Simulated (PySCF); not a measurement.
# Effect of structural changes

Method: TDDFT wB97X-D/aug-cc-pVDZ circular dichroism and optical rotation, one conformer, gas phase in PySCF 2.14.0. Geometry: GFN2-xTB.

Each molecule in one low-energy conformer. The parent is C[C@@H](N)[C@@H]1C[C@H]1S.

The molecule is flexible and this is one conformer; a measurement averages over conformers.

Question: Order by specific rotation at 589.3 nm (origin-invariant length gauge), lowest first.
A. C[C@@H](N)[C@@H]1C[C@@H]1S
B. C[C@@H](N)[C@@H]1C[C@H]1S
C. C[C@H](N)[C@@H]1C[C@@H]1S
D. C[C@@H](N)[C@H]1C[C@@H]1S

Answer: A (-128), B (-51), D (-13), C (77).

All values:
```tsv
molecule	change	[α]589 (deg dm⁻¹ (g/mL)⁻¹)	S1 (eV)	R(S1), velocity form (10⁻⁴⁰ esu² cm²)
C[C@@H](N)[C@@H]1C[C@H]1S	base	-51.0	5.58	+1.3
C[C@@H](N)[C@H]1C[C@@H]1S	diastereomer	-13.0	5.61	+2.6
C[C@H](N)[C@@H]1C[C@@H]1S	diastereomer	+77.4	5.81	-2.3
C[C@@H](N)[C@@H]1C[C@@H]1S	diastereomer	-127.6	5.61	-9.6
```
